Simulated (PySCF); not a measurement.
Electron correlation in S (sulfur, neutral)

[Ne] 3s1 3p4 3d1, one real determinant (an excited configuration). Calculation: PySCF 2.14, in aug-cc-pCVTZ-DK with one added diffuse shell each of s, p, d, f type (9s8p6d4f, 91 functions); scalar relativity by spin-free X2C-1e. Frozen: 1s2; 14 electrons correlated.

MP2 pair energies summed by pair of shells (mhartree):

```tsv
pair	energy	share (%)
2p-2p	-183.13	46.6
3p-3p	-75.97	19.3
2s-2p	-56.66	14.4
2p-3p	-29.25	7.4
3p-3d	-13.05	3.3
3s-3p	-11.27	2.9
2s-2s	-9.75	2.5
2p-3s	-6.79	1.7
2s-3p	-4.82	1.2
2s-3s	-1.22	0.3
3s-3d	-0.75	0.2
2p-3d	-0.52	0.1
2s-3d	-0.08	0.0
```

Total MP2 correlation energy: -393.23 mhartree.

Same-spin part -111.88 and opposite-spin part -281.36 mhartree; SCS-MP2 scales them by 1/3 and 6/5 to -374.92 mhartree.

The reference is one real determinant that mixes LS terms of this configuration.
